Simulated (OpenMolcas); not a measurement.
## Fe3+: ligand-field states by method

Fe3+ with 6 ligands (fluoride) in octahedral coordination (Oh) at 1.96 Å. A charge of +0.5 e stands 2.6 Å behind each ligand. Ligand basis ANO-RCC-VDZP.

```json
{
  "Program": "OpenMolcas 26.06",
  "Basis": "ANO-RCC-VTZP [6s5p3d2f1g]",
  "Scalar Hamiltonian": "DKH2, point nucleus",
  "Active space": "5 electrons in 5 orbitals (3d)",
  "State averaging": "2S+1 = 6 even, 1 root; 2S+1 = 4 even, 24 roots; 2S+1 = 2 even, 75 roots",
  "Spin-orbit coupling": "RASSI with atomic mean-field integrals over the reference wave functions"
}
```

I. CASSCF
II. SS-CASPT2, IPEA 0.25 Eh, imaginary shift 0.1 Eh (closed shells correlated: 3s 3p and the ligand valence shells)

Spin-free states (labels of O, the rotations of Oh) in cm-1, each column counted from its own energy of the first state listed:

```csv
State,Degeneracy,I,II
6A1,1,0,0
4T1,3,28091,20290
4T2,3,33140,24300
4A1,1,34957,28070
4E,2,35184,27990
2T2,3,37845,24460
4T2,3,41471,31230
4E,2,43506,33770
2A2,1,44056,31490
2T1,3,44065,32540
2T2,3,45859,33960
4T1,3,46860,41930
2E,2,47676,35660
2A1,1,49604,39700
2T2,3,52688,40990
2E,2,53323,40120
2T1,3,54320,39800
2T2,3,57918,44180
4A2,1,57937,45280
4T1,3,60006,49490
```

From I to II, I's first state of another spin (4T1) moves from 28091 to 20290 cm-1, by about -7800 cm-1.

I: A least-squares ligand-field fit to the states below 45000 cm-1, each weighted by its degeneracy and with a free common offset, gives 10Dq = 9861 cm-1, B = 1237 cm-1 and C = 4508 cm-1 (C/B = 3.64), with an rms deviation of 118 cm-1. The same method and metal basis give the free ion B = 1296 cm-1 (fit to its terms below 60000 cm-1, rms deviation 21 cm-1), so the nephelauxetic ratio is β = 1237 / 1296 = 0.95; it hangs on how both fits weigh the states, and computed free-ion B values tend to be too large, so β mixes covalency with correlation.

χT at 300 K: I 4.39, II 4.38 cm3 K/mol.

Roots that are degenerate in the reference are averaged as groups; the widest CASPT2 spread within a group is 240 cm-1 (the 3-fold group of multiplicity 2 near 47800 cm-1 above the lowest state of its run, II). Shifts and gaps below about the spread of the groups concerned are not significant. Over all roots computed the reference weight is 0.69 to 0.72 in II; a low but even weight reflects the number of correlated electrons. Ligand-to-metal charge-transfer states are missing. With no ligand orbital active B as a rule stays too high, so bands that hang on it stand too high and its fall with covalency is understated. Without dynamic correlation the repulsion within the d shell is too large (B by tens of per cent), so at a given field states of lower spin stand too high (holds for I). With metal d orbitals alone and no dynamic correlation the field as a rule comes out too small, by tens of per cent, by up to half for chloride and softer ligands (holds for I). These CASPT2 states fit no ligand-field parameters well, so their order and spin gaps are uncertain (holds for II). With one d shell and no ligand orbital active, 10Dq can be off by a tenth or more (holds for II). Free-ion shares, where given, are those of the reference states; single-state CASPT2 does not remix them (holds for II). No measured value stands beside these numbers; the geometry is a model, was not optimised and need not be the one that this ion takes.
